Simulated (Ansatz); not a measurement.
Computed with Ansatz.

A structure relaxed at PBE0-D4/def2-TZVP, charge 0, multiplicity 1:

| atom | x (Å) | y (Å) | z (Å) |
| --- | --- | --- | --- |
| C1 | 2.102 | -1.461 | 0.372 |
| C2 | 1.647 | -0.389 | -0.265 |
| Ge3 | -0.225 | 0.132 | -0.246 |
| C4 | -0.790 | 0.611 | -2.044 |
| C5 | -0.047 | 0.410 | -3.125 |
| C6 | -1.302 | -1.349 | 0.412 |
| C7 | -1.834 | -1.372 | 1.628 |
| C8 | -0.460 | 1.654 | 0.941 |
| C9 | 0.456 | 2.025 | 1.829 |
| H10 | 3.156 | -1.728 | 0.372 |
| H11 | 1.439 | -2.120 | 0.927 |
| H12 | 2.355 | 0.242 | -0.800 |
| H13 | -1.772 | 1.065 | -2.165 |
| H14 | 0.940 | -0.043 | -3.068 |
| H15 | -0.388 | 0.685 | -4.120 |
| H16 | -1.470 | -2.194 | -0.253 |
| H17 | -2.430 | -2.210 | 1.982 |
| H18 | -1.696 | -0.551 | 2.327 |
| H19 | -1.385 | 2.224 | 0.874 |
| H20 | 0.310 | 2.878 | 2.487 |
| H21 | 1.396 | 1.490 | 1.936 |

(1) Give its formula and SMILES.

(2) Point group (tolerance 0.08 Å, 0.16 Å for H)?

(3) Summarise the bond lengths by kind.

Answers

(1) C8H12Ge, `C=[CH][Ge]([CH]=C)([CH]=C)[CH]=C`.

(2) C1.

(3) 4 × C–C 1.328 Å; 12 × C–H 1.087 to 1.089 Å; 4 × C–Ge 1.943 to 1.946 Å.
